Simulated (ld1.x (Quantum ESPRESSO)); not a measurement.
Scattering properties, ultrasoft potential for beryllium

```
Element                 : beryllium (Be)
Generator               : ld1.x (Quantum ESPRESSO) 7.5
Type                    : ultrasoft
Functional              : PBEsol
Relativity              : non-relativistic
Frozen core             : none
Valence charge          : 4
Reference configuration : 1s2 2s0 2p0 (charge +2)
Partial waves           : 1s (bound): rcut 0.85, rcutus 0.95 bohr; 2s (bound, empty): rcut 0.85, rcutus 0.95 bohr; 2p (bound, empty): rcut 3.75, rcutus 4.45 bohr; 2p channel at 0.4 Ry: rcut 3.75, rcutus 4.45 bohr; 3d channel at 0.1 Ry: rcut 3.10, rcutus 4.20 bohr; 3d channel at 1.25 Ry: rcut 3.10, rcutus 4.20 bohr
Local potential         : all-electron potential smoothed inside 0.75 bohr (lloc = -2)
Core correction         : none
Augmentation charge     : PSQ, inside the norm-conserving radii
```

The phase is arctan(r·u′/u) with u = r·R(r), unwrapped; energies in Ry, scanned from -12 to 5 Ry. A pole is an energy at which the radial function vanishes at the test radius. The pseudo phase is shifted by a multiple of π to meet the all-electron one at the reference energy, and phase errors are pseudo minus all-electron; the curves can meet again beyond the range given. Levels narrower than the energy grid can be missing from the lists of poles.

A narrow feature of the pseudo curve, probably an extra level, lies near 0.56 Ry in the d channel; the grid steps over it, so the window and error are not given (n/a).

```tsv
channel	radius (bohr)	reference energy (Ry)	poles, all-electron	poles, pseudo	unbroken range about the reference energy with phases within 0.05 rad	phase error 1 Ry above the reference energy (rad)
s	4.87	-1.52	-1.49, 0.19, 2.65	-1.49, 0.19, 2.65	the whole range	+0.000
p	4.87	-1.26	-1.23, 0.21, 2.41	-1.23, 0.21, 2.39	below 1.1	-0.008
d	4.87	0.10	-0.07, 1.65, 4.32	-0.07, 1.61, 2.63	n/a	n/a
```

Phases in the d channel:

```csv
E (Ry),all-electron,pseudo
-12.00,1.510,1.510
-11.52,1.509,1.509
-11.04,1.507,1.507
-10.56,1.506,1.506
-10.08,1.504,1.504
-9.60,1.502,1.502
-9.12,1.501,1.501
-8.64,1.498,1.498
-8.16,1.496,1.496
-7.68,1.494,1.494
-7.20,1.491,1.491
-6.72,1.488,1.488
-6.24,1.485,1.485
-5.76,1.481,1.481
-5.28,1.476,1.476
-4.80,1.471,1.471
-4.32,1.465,1.465
-3.84,1.457,1.457
-3.36,1.448,1.448
-2.88,1.436,1.435
-2.40,1.419,1.418
-1.92,1.394,1.393
-1.44,1.350,1.347
-0.96,1.240,1.230
-0.48,-0.072,-0.237
0.00,-1.619,-1.619
0.48,-2.052,-2.067
0.96,-4.420,-4.426
1.44,-4.667,-4.668
1.92,-4.764,-4.833
2.40,-4.896,-7.795
2.88,-6.391,-7.890
3.36,-7.690,-7.953
3.84,-7.802,-8.058
4.32,-7.854,-8.526
4.80,-7.899,-10.561
```
